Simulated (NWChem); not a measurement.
System: C₄H₇F; SMILES C1CC(F)C1

The following NWChem deck was run.

```
start job
memory heap 200 mb stack 900 mb global 1100 mb
geometry units angstroms noautoz
  F      0.008142     1.840424     0.000000
  C      0.470026     0.538531     0.000000
  C     -0.077090    -0.409512    -1.083117
  C     -0.086984    -1.521998     0.000000
  C     -0.077090    -0.409512     1.083117
  H      1.583236     0.569114     0.000000
  H      0.512139    -0.556828    -2.009661
  H     -1.107676    -0.099825    -1.350780
  H      0.854054    -2.107739     0.000000
  H     -0.937398    -2.230708     0.000000
  H     -1.107676    -0.099825     1.350780
  H      0.512139    -0.556828     2.009661
end
basis spherical
  * library def2-svp
end
dft
  xc m06-l
  grid xfine
  iterations 150
  mulliken
end
task dft gradient
```

Output (shortened):

```
             Northwest Computational Chemistry Package (NWChem) 7.3.0
             --------------------------------------------------------

 CS  symmetry detected

                             Geometry "geometry" -> ""
                             -------------------------

 Output coordinates in angstroms (scale by  1.889725989 to convert to a.u.)

  No.       Tag          Charge          X              Y              Z
 ---- ---------------- ---------- -------------- -------------- --------------
    1 F                    9.0000    -0.14817794    -1.81808998     0.00000000
    2 C                    6.0000     0.39313875    -0.54716966     0.00000000
    3 C                    6.0000    -0.09445147     0.43281872    -1.08311700
    4 C                    6.0000    -0.03569855     1.54379626     0.00000000
    5 C                    6.0000    -0.09445147     0.43281872     1.08311700
    6 H                    1.0000     1.50234193    -0.64636715     0.00000000
    7 H                    1.0000     0.50274307     0.54350524    -2.00966100
    8 H                    1.0000    -1.14217890     0.18729729    -1.35078000
    9 H                    1.0000     0.93968091     2.07037004     0.00000000
   10 H                    1.0000    -0.84077331     2.30361760     0.00000000
   11 H                    1.0000    -1.14217890     0.18729729     1.35078000
   12 H                    1.0000     0.50274307     0.54350524     2.00966100

 Effective nuclear repulsion energy (a.u.)     182.1514067081

      Symmetry information
      --------------------

 Group name             Cs
 Group number              2
 Group order               2
 No. of unique centers     9

                                 NWChem DFT Module
                                 -----------------

 Summary of "ao basis" -> "ao basis" (spherical)
 ------------------------------------------------------------------------------
       Tag                 Description            Shells   Functions and Types
 ---------------- ------------------------------  ------  ---------------------
 F                          def2-svp                 6       14   3s2p1d
 C                          def2-svp                 6       14   3s2p1d
 H                          def2-svp                 3        5   2s1p

      Symmetry analysis of basis
      --------------------------

        a'         66
        a"         39

            General Information
            -------------------
          SCF calculation type: DFT
          Wavefunction type:  closed shell.
          No. of atoms     :    12
          No. of electrons :    40
           Alpha electrons :    20
            Beta electrons :    20
          Charge           :     0
          Spin multiplicity:     1
          Use of symmetry is: on ; symmetry adaption is: on
          Maximum number of iterations: 150
          AO basis - number of functions:   105
                     number of shells:    51
          Convergence on energy requested:  1.00D-06
          Convergence on density requested:  1.00D-05
          Convergence on gradient requested:  5.00D-04

              XC Information
              --------------
                        M06-L Method XC Functional
                         M06-L Exchange Functional  1.000
                       M06-L Correlation Potential  1.000

             Grid Information
             ----------------
          Grid used for XC integration:  xfine
          Radial quadrature: Mura-Knowles
          Angular quadrature: Lebedev.
          Tag              B.-S. Rad. Rad. Pts. Rad. Cut. Ang. Pts.
          ---              ---------- --------- --------- ---------
          F                   0.50      100          11.0      1454
          C                   0.70      100          10.0      1454
          H                   0.35      100          11.0      1202
          Grid pruning is: on
          Number of quadrature shells:   900
          Spatial weights used:  Erf1

      Superposition of Atomic Density Guess
      -------------------------------------

 Sum of atomic energies:        -253.28670654

      Non-variational initial energy
      ------------------------------

 Total energy =    -256.384486
 1-e energy   =    -705.607617
 2-e energy   =     267.071724
 HOMO         =      -0.345433
 LUMO         =       0.097064

      Symmetry analysis of molecular orbitals - initial
      -------------------------------------------------

  Numbering of irreducible representations:

     1 a'          2 a"

  Orbital symmetries:

     1 a'          2 a'          3 a"          4 a'          5 a'
     6 a'          7 a'          8 a"          9 a'         10 a'
    11 a'         12 a'         13 a"         14 a'         15 a'
    16 a"         17 a"         18 a'         19 a"         20 a'
    21 a'         22 a'         23 a'         24 a"         25 a'
    26 a"         27 a'         28 a"         29 a'         30 a'

     ---------------------------------------------
      Total Density - Mulliken Population Analysis
     ---------------------------------------------

    Atom       Charge   Shell Charges
 -----------   ------   -------------------------------------------------------
    1 F    9     9.45   1.99  1.14  0.78  3.46  2.07  0.00
    2 C    6     5.61   1.99  0.93  0.29  1.66  0.66  0.07
    3 C    6     6.20   1.99  0.98  0.21  2.01  0.99  0.03
    4 C    6     6.20   1.99  0.96  0.25  1.97  1.00  0.03
    5 C    6     6.20   1.99  0.98  0.21  2.01  0.99  0.03
    6 H    1     0.95   0.70  0.23  0.02
    7 H    1     0.90   0.67  0.20  0.02
    8 H    1     0.90   0.67  0.21  0.02
    9 H    1     0.90   0.68  0.20  0.02
   10 H    1     0.90   0.67  0.20  0.02
   11 H    1     0.90   0.67  0.21  0.02
   12 H    1     0.90   0.67  0.20  0.02

   convergence    iter        energy       DeltaE   RMS-Dens  Diis-err
 ---------------- ----- ----------------- --------- --------- ---------
 d= 0,ls=0.0,diis     1   -256.1626689731 -4.38D+02  1.37D-02  5.03D-01
 d= 0,ls=0.0,diis     2   -256.1509249546  1.17D-02  8.14D-03  8.35D-01
 d= 0,ls=0.0,diis     3   -256.2215378692 -7.06D-02  2.17D-03  3.79D-02
 d= 0,ls=0.0,diis     4   -256.2246305854 -3.09D-03  5.55D-04  3.69D-03
 d= 0,ls=0.0,diis     5   -256.2250117164 -3.81D-04  2.53D-04  3.93D-04
  Resetting Diis
 d= 0,ls=0.0,diis     6   -256.2250651115 -5.34D-05  3.75D-05  1.29D-05
 d= 0,ls=0.0,diis     7   -256.2250667404 -1.63D-06  1.24D-05  3.92D-07
 d= 0,ls=0.0,diis     8   -256.2250667311  9.35D-09  5.87D-06  4.95D-07

         Total DFT energy =     -256.225066731079
      One electron energy =     -709.850054642353
           Coulomb energy =      306.202923824699
    Exchange-Corr. energy =      -34.729342621476
 Nuclear repulsion energy =      182.151406708051

 Numeric. integr. density =       40.000000031600

                  Occupations of the irreducible representations
                  ----------------------------------------------

                     irrep           alpha         beta
                     --------     --------     --------
                     a'               14.0         14.0
                     a"                6.0          6.0

                       DFT Final Molecular Orbital Analysis
                       ------------------------------------

 Vector   18  Occ=2.000000D+00  E=-3.092426D-01  Symmetry=a'
              MO Center= -2.8D-02,  8.1D-01, -3.8D-16, r^2= 3.3D+00
   Bfn.  Coefficient  Atom+Function         Bfn.  Coefficient  Atom+Function
  ----- ------------  ---------------      ----- ------------  ---------------
    86      0.313594   9 H  s                46      0.274824   4 C  px
    81      0.198345   8 H  s                96      0.198345  11 H  s
    32     -0.172498   3 C  px               60     -0.172498   5 C  px
     5      0.169895   1 F  py               87      0.152223   9 H  s
     4     -0.142114   1 F  px               91     -0.138628  10 H  s

 Vector   19  Occ=2.000000D+00  E=-2.769428D-01  Symmetry=a"
              MO Center=  5.7D-02, -4.0D-01,  1.7D-14, r^2= 2.7D+00
   Bfn.  Coefficient  Atom+Function         Bfn.  Coefficient  Atom+Function
  ----- ------------  ---------------      ----- ------------  ---------------
     6      0.387555   1 F  pz               20      0.320485   2 C  pz
     9     -0.287487   1 F  pz               34     -0.256048   3 C  pz
    62     -0.256048   5 C  pz               31     -0.186017   3 C  s
    59      0.186017   5 C  s                76      0.175974   7 H  s
   101     -0.175974  12 H  s                37     -0.169681   3 C  pz

 Vector   20  Occ=2.000000D+00  E=-2.705446D-01  Symmetry=a'
              MO Center=  1.2D-01, -2.4D-01, -1.4D-14, r^2= 3.1D+00
   Bfn.  Coefficient  Atom+Function         Bfn.  Coefficient  Atom+Function
  ----- ------------  ---------------      ----- ------------  ---------------
     4      0.318120   1 F  px               71      0.282757   6 H  s
    18      0.254239   2 C  px                7     -0.229588   1 F  px
    47     -0.190077   4 C  py               91     -0.191015  10 H  s
    33      0.187184   3 C  py               61      0.187184   5 C  py
     5     -0.180725   1 F  py               19     -0.161613   2 C  py

 Vector   21  Occ=0.000000D+00  E= 4.981358D-02  Symmetry=a'
              MO Center=  2.1D-01,  4.2D-01,  1.2D-14, r^2= 5.6D+00
   Bfn.  Coefficient  Atom+Function         Bfn.  Coefficient  Atom+Function
  ----- ------------  ---------------      ----- ------------  ---------------
    17      0.926021   2 C  s                72     -0.761083   6 H  s
    82      0.561094   8 H  s                92      0.563607  10 H  s
    97      0.561094  11 H  s                77     -0.545986   7 H  s
   102     -0.545986  12 H  s                87     -0.523698   9 H  s
    31     -0.430209   3 C  s                59     -0.430209   5 C  s

 Vector   22  Occ=0.000000D+00  E= 6.361612D-02  Symmetry=a'
              MO Center= -2.3D-02,  9.6D-01,  6.4D-16, r^2= 6.1D+00
   Bfn.  Coefficient  Atom+Function         Bfn.  Coefficient  Atom+Function
  ----- ------------  ---------------      ----- ------------  ---------------
    45      1.209464   4 C  s                31      0.863019   3 C  s
    59      0.863019   5 C  s                92     -0.823639  10 H  s
    87     -0.768007   9 H  s                82     -0.639106   8 H  s
    97     -0.639106  11 H  s                77     -0.566490   7 H  s
   102     -0.566490  12 H  s                72     -0.510071   6 H  s

 Vector   23  Occ=0.000000D+00  E= 1.081195D-01  Symmetry=a'
              MO Center=  6.6D-02,  8.3D-01,  1.3D-13, r^2= 5.5D+00
   Bfn.  Coefficient  Atom+Function         Bfn.  Coefficient  Atom+Function
  ----- ------------  ---------------      ----- ------------  ---------------
    45      2.501099   4 C  s                17     -1.060574   2 C  s
    87     -1.048114   9 H  s                31     -0.953314   3 C  s
    59     -0.953314   5 C  s                82      0.656889   8 H  s
    97      0.656889  11 H  s                36     -0.622825   3 C  py
    64     -0.622825   5 C  py               72      0.553082   6 H  s

     ---------------------------------------------
      Total Density - Mulliken Population Analysis
     ---------------------------------------------

    Atom       Charge   Shell Charges
 -----------   ------   -------------------------------------------------------
    1 F    9     9.30   1.99  1.16  0.79  3.32  2.04  0.01
    2 C    6     5.77   1.99  0.95  0.20  1.99  0.57  0.08
    3 C    6     6.11   1.99  0.93  0.25  2.08  0.84  0.03
    4 C    6     6.14   1.99  0.92  0.27  2.07  0.86  0.03
    5 C    6     6.11   1.99  0.93  0.25  2.08  0.84  0.03
    6 H    1     0.96   0.78  0.16  0.02
    7 H    1     0.94   0.76  0.15  0.02
    8 H    1     0.93   0.75  0.15  0.02
    9 H    1     0.93   0.76  0.15  0.02
   10 H    1     0.94   0.76  0.15  0.02
   11 H    1     0.93   0.75  0.15  0.02
   12 H    1     0.94   0.76  0.15  0.02

     -------------------------------------------
      Total Density - Lowdin Population Analysis
     -------------------------------------------

    Atom       Charge   Shell Charges
 -----------   ------   -------------------------------------------------------
    1 F    9     9.16   1.98  1.04  0.74  3.20  2.19  0.01
    2 C    6     5.88   1.96  0.62  0.29  1.81  1.01  0.18
    3 C    6     6.05   1.96  0.61  0.31  1.90  1.19  0.08
    4 C    6     6.03   1.96  0.60  0.31  1.88  1.19  0.09
    5 C    6     6.05   1.96  0.61  0.31  1.90  1.19  0.08
    6 H    1     0.99   0.67  0.25  0.07
    7 H    1     0.98   0.65  0.26  0.07
    8 H    1     0.97   0.65  0.25  0.07
    9 H    1     0.97   0.65  0.25  0.07
   10 H    1     0.98   0.65  0.26  0.07
   11 H    1     0.97   0.65  0.25  0.07
   12 H    1     0.98   0.65  0.26  0.07

     Multipole analysis of the density
     ---------------------------------

     L   x y z        total         alpha         beta         nuclear
     -   - - -        -----         -----         ----         -------
     0   0 0 0      0.000000    -20.000000    -20.000000     40.000000

     1   1 0 0      0.179851      0.089926      0.089926      0.000000
     1   0 1 0      0.653102      0.326551      0.326551     -0.000000
     1   0 0 1     -0.000000     -0.000000     -0.000000      0.000000

     2   2 0 0    -21.485019    -25.386080    -25.386080     29.287140
     2   1 1 0     -0.437682      0.729403      0.729403     -1.896487
     2   1 0 1     -0.000000     -0.000000     -0.000000      0.000000
     2   0 2 0    -25.381227   -117.617566   -117.617566    209.853906
     2   0 1 1     -0.000000     -0.000000     -0.000000      0.000000
     2   0 0 2    -22.301460    -57.225311    -57.225311     92.149162

            General Information
            -------------------
          SCF calculation type: DFT
          Wavefunction type:  closed shell.
          No. of atoms     :    12
          No. of electrons :    40
           Alpha electrons :    20
            Beta electrons :    20
          Charge           :     0
          Spin multiplicity:     1
          Use of symmetry is: on ; symmetry adaption is: on
          Maximum number of iterations: 150
          AO basis - number of functions:   105
                     number of shells:    51
          Convergence on energy requested:  1.00D-06
          Convergence on density requested:  1.00D-05
          Convergence on gradient requested:  5.00D-04

              XC Information
              --------------
                        M06-L Method XC Functional
                         M06-L Exchange Functional  1.000
                       M06-L Correlation Potential  1.000

[...]

                         DFT ENERGY GRADIENTS

    atom               coordinates                        gradient
                 x          y          z           x          y          z
   1 F      -0.280016  -3.435692   0.000000   -0.002557  -0.007479   0.000000
   2 C       0.742925  -1.034001   0.000000    0.000978  -0.006608   0.000000
   3 C      -0.178487   0.817909  -2.046794   -0.000386   0.001167  -0.008070
   4 C      -0.067460   2.917352   0.000000   -0.000157   0.007276   0.000000
   5 C      -0.178487   0.817909   2.046794   -0.000386   0.001167   0.008070
   6 H       2.839015  -1.221457   0.000000    0.005919   0.000019   0.000000
   7 H       0.950047   1.027076  -3.797709    0.003523   0.000727  -0.004609
   8 H      -2.158405   0.353941  -2.552604   -0.005564  -0.001584  -0.001018
   9 H       1.775739   3.912432   0.000000    0.005166   0.002574   0.000000
  10 H      -1.588831   4.353206   0.000000   -0.004494   0.003599   0.000000
  11 H      -2.158405   0.353941   2.552604   -0.005564  -0.001584   0.001018
  12 H       0.950047   1.027076   3.797709    0.003523   0.000727   0.004609
```

Level: M06-L/def2-SVP. Coordinates come from a PBE-D3(BJ)/def2-SVP optimisation.
